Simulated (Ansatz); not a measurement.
Start from `BC(C)=S` and change one element to get `BC(C)=O`.

Ansatz, PBE0-D4/def2-TZVP geometries, multiplicity 1. 

```tsv
property	`BC(C)=S`
HOMO energy (ωB97M-V/def2-TZVPP) / eV	-9.60
HOMO energy (PBE/def2-TZVPP) / eV	-6.35
HOMO energy (B3LYP/def2-TZVPP) / eV	-7.24
size of the dipole moment (ωB97M-V/def2-TZVPP) / D	2.66
LUMO energy (B3LYP/def2-TZVPP) / eV	-2.60
zero-point energy (PBE0-D4/def2-TZVP) / kJ/mol	170.3
```

Task: Give the same properties after the change, and the shifts. (An estimate is asked.)

Result: The calculation gave: 
```tsv
property	`BC(C)=O`	shift
HOMO energy (ωB97M-V/def2-TZVPP) / eV	-10.35	-0.75
HOMO energy (PBE/def2-TZVPP) / eV	-6.63	-0.28
HOMO energy (B3LYP/def2-TZVPP) / eV	-7.79	-0.55
size of the dipole moment (ωB97M-V/def2-TZVPP) / D	3.20	0.54
LUMO energy (B3LYP/def2-TZVPP) / eV	-1.59	1.01
zero-point energy (PBE0-D4/def2-TZVP) / kJ/mol	176.4	6.1
```

With PBE0 the HOMO falls by 0.53 eV and the LUMO rises by 1.09 eV, so the gap widens by about 1.62 eV. PBE moves the HOMO by -0.28 eV and ωB97M-V by -0.75 eV. Dipoles are sizes alone; their direction can turn.

B3LYP here is the variant with VWN-RPA as its local correlation; programs differ in this.
